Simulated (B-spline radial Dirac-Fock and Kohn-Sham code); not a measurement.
**Ho⁵⁺: non-radiative channels of the 1s vacancy**

System: holmium as Ho⁵⁺, [Kr] 4d10 4f9 5s2 5p5.

The computed values come from a B-spline atomic structure program: a relativistic independent-particle model: LDA orbitals of the hole state, radiative multipoles to third order, Auger rates from the Coulomb interaction with a continuum orbital, Dirac-Fock energies. Kinetic energies are configuration averages from the vacuum level; the two-hole energies are estimated from single-hole states. The rates lack the Breit term, which in heavy atoms raises K-L1L1 and K-L1L2.

```tsv
transition	kinetic energy (eV)	width (meV)	share (%)
K-L1L1	36539.0	104	7.2
K-L1L2	37030.0	141	9.8
K-L1L3	37887.4	149	10.3
K-L2L3	38329.5	354	24.5
K-L3L3	39184.4	155	10.7
K-L1M1	43922.0	39.7	2.8
K-L1M3	44307.4	32.0	2.2
K-L2M3	44786.3	63.8	4.4
K-L3M2	45449.9	59.8	4.1
K-L3M3	45637.5	56.6	3.9
```

The listed channels hold 80 % of the non-radiative rate. Summed by principal shells, of 1.44 eV in all: KLL 63.7 %, KLM 25.7 %, KLN 5.8 %, KMM 2.5 %, KMN 1.1 %, KLO 0.8 %.
